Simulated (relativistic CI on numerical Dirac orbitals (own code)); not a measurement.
Computed by Dirac-Coulomb-Breit CI, separate exchange-only KLI orbitals for each configuration, model QED (radiative potential, 1s self-energy scaled to tabulated hydrogen-like ionisation energies), valence Slater integrals scaled by 0.9, P86 correlation estimate, and configurations built on the next ion tied to the tabulated ionisation energy (semi-empirical) (own radial code, finite nucleus).

Configuration list (outside the closed core [Kr]): 4d10 5s, 4d10 5p, 4d10 5d, 4d10 6s, 4d10 4f, 4d10 5f, 4d10 5g, 4d9 5s 4f, 4d9 5s2, 4d10 6p, 4d8 5s 5p2, 4d9 5p2, 4d10 6d, 4d9 5s 5p, 4d10 7s, 4d9 4f 5p, 4d8 5s 4f2, 4d10 7p, 4d10 6f, 4d10 7d, 4d9 5p 5d, 4d9 4f2, 4d8 5s 5d2, 4d9 4f 5d. Levels of other configurations are missing.

Configurations that consist of the next ion and one excited electron were tied to the tabulated ionisation energy; Rydberg ones are usually within 1,000 to 3,000 cm⁻¹ and the lowest ones within about 6,000 (9,000 in d shells), while levels on excited terms of the next ion carry the error of that term, and the other configurations can be misplaced by 10,000 cm⁻¹ or more. Rates follow the energies as ν³ (E1, M1) or ν⁵ (E2), so rates, branching and lifetimes can be off by large factors. Levels and lines within the n = 5 or 6 shells can be off by up to 10 % or somewhat more, and those that change n by about 2 %, since core polarisation is missing. Levels that differ in their count of f electrons can be misplaced by several ten thousand cm⁻¹, since the correlation energy of f electrons is missing or only estimated; rates across such gaps can be off by orders of magnitude.

Outline of the computed level scheme of Cs IX. Lowest level of each configuration: 4d10 5s 2S_1/2 at 0.0000 eV; 4d10 5p 2P°_1/2 at 16.5043 eV; 4d10 4f 2F°_5/2 at 31.3633 eV; 4d10 5d 2D_3/2 at 43.5958 eV; 4d10 6s 2S_1/2 at 57.3497 eV; 4d10 6p 2P°_1/2 at 64.0035 eV; 4d9 5s2 2D_5/2 at 69.5207 eV; 4d10 5f 2F°_5/2 at 69.7369 eV; 4d10 6d 2D_3/2 at 75.9079 eV.

Some strong electric-dipole decays among the lowest 16 levels: 4d10 5f 2F°_7/2 → 4d10 5d 2D_5/2 (2.6e+10 s⁻¹); 4d10 5f 2F°_5/2 → 4d10 5d 2D_3/2 (2.5e+10 s⁻¹); 4d10 6s 2S_1/2 → 4d10 5p 2P°_3/2 (2.4e+10 s⁻¹); 4d10 5d 2D_3/2 → 4d10 5p 2P°_1/2 (1.6e+10 s⁻¹); 4d10 5d 2D_5/2 → 4d10 5p 2P°_3/2 (1.5e+10 s⁻¹); 4d10 6s 2S_1/2 → 4d10 5p 2P°_1/2 (1.2e+10 s⁻¹); 4d10 6p 2P°_1/2 → 4d10 5d 2D_3/2 (8.6e+09 s⁻¹); 4d10 6p 2P°_3/2 → 4d10 5d 2D_5/2 (7.7e+09 s⁻¹).

LS names give the leading component of a level, which can be under half, so a name can repeat, a term be missing and a line seem to break the LS rules.
